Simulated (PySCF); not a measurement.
Ga(Cl)2(NHMe) (CH4Cl2GaN), SMILES C[NH][Ga]([Cl])[Cl].

Coordinates come from a B3LYP-D3(BJ)/def2-SVP optimisation. The structure was generated by enumeration; whether it is a known compound was not checked. The values are those of a single conformer.

These are TDA-CAM-B3LYP/def2-SVPD run with PySCF 2.14.0 values and carry that method's errors.

Vertical excitations. Isolated molecule, no solvent. State labels are in the subgroup Cs.

Task: List the lowest excited states. (An estimate is asked for; the answer gives what the named calculation found.)

Result: 
```
state  symmetry  energy (eV)  λ (nm)      f          main pairs
-----  --------  -----------  ------  -----  ------------------
S1           A"         5.09     243  0.009      HOMO→LUMO 94 %
S2           A'         6.26     198  0.099    HOMO→LUMO+1 85 %
S3           A'         6.65     186  0.039    HOMO−1→LUMO 90 %
S4           A"         6.68     186  0.001    HOMO→LUMO+2 80 %
S5           A"         6.72     185  0.000    HOMO−2→LUMO 87 %
S6           A'         6.98     178  0.162    HOMO−3→LUMO 79 %
S7           A"         7.34     169  0.085    HOMO−4→LUMO 85 %
S8           A"         7.35     169  0.003  HOMO−1→LUMO+1 94 %
S9           A"         7.40     168  0.010    HOMO→LUMO+3 80 %
S10          A"         7.52     165  0.000  HOMO−3→LUMO+1 98 %
T1           A"         4.65     267      0      HOMO→LUMO 90 %
T2           A'         5.08     244      0    HOMO→LUMO+1 96 %
T3           A'         6.18     201      0    HOMO−1→LUMO 87 %
T4           A"         6.34     196      0    HOMO−2→LUMO 86 %
```
Triplets are in the Tamm–Dancoff approximation.
